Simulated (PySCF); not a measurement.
C2H8BNO.

```xyz
13

B      0.8090     0.0090     0.0000
H      1.9491    -0.4196     0.0000
N     -0.2806    -0.8922     0.0000
C     -0.1833    -2.3374     0.0000
H     -1.2397    -0.5374     0.0000
H     -0.6572    -2.7953    -0.8971
H     -0.6572    -2.7953     0.8971
H      0.8839    -2.6315     0.0000
O      0.6639     1.3791     0.0000
C     -0.6116     1.9802     0.0000
H     -1.2069     1.7040     0.9021
H     -0.4872     3.0818     0.0000
H     -1.2069     1.7040    -0.9021
```

Geometry optimised at PBE-D3(BJ)/def2-SVP. The structure was generated by enumeration, and PubChem lists no compound with its InChIKey, so it may never have been made. One conformer was computed; it need not be the lowest.

The numbers are results of PBE/pcSseg-1 in PySCF, not measurements. Non-relativistic, no solvent.

Question: Give the absolute GIAO shielding of each atom: isotropic value and principal components (ppm). (An estimate is asked for; the answer gives what the named calculation found.)

Answer: 
```tsv
atom	σ(iso)	σ11	σ22	σ33	span
B1	69.7	44.0	77.8	87.3	43.2
H2	26.8	24.4	27.4	28.6	4.2
N3	166.7	89.4	201.4	209.3	119.8
C4	144.3	119.9	132.9	179.9	60.1
H5	28.4	21.4	30.1	33.8	12.4
H6	28.2	23.4	26.4	34.6	11.2
H7	28.2	23.4	26.4	34.6	11.2
H8	28.0	24.9	26.8	32.3	7.3
O9	224.4	92.5	233.4	347.2	254.6
C10	125.8	97.2	103.6	176.7	79.5
H11	27.6	24.4	25.6	32.6	8.2
H12	27.2	23.4	25.7	32.6	9.1
H13	27.6	24.4	25.6	32.6	8.2
```
